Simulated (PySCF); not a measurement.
```xyz
7

O     -0.0653     1.5705     0.0581
B      0.0964     0.2089    -0.0061
O     -1.0315    -0.5931     0.1163
O      1.3879    -0.2404    -0.1894
H     -0.9982     1.8035     0.1878
H     -0.8658    -1.5461     0.0647
H      1.4765    -1.2033    -0.2314
```

Charge 0, multiplicity 1.

Q: Give the Mulliken and meta-Löwdin atomic charges from PBE-D3(BJ)/def2-TZVP (PySCF 2.14.0).

A: 
```
atom  Mulliken (e)  meta-Löwdin (e)
----  ------------  ---------------
O1           -0.40            -0.51
B2            0.30             0.52
O3           -0.42            -0.54
O4           -0.39            -0.51
H5            0.32             0.35
H6            0.30             0.34
H7            0.30             0.34
```
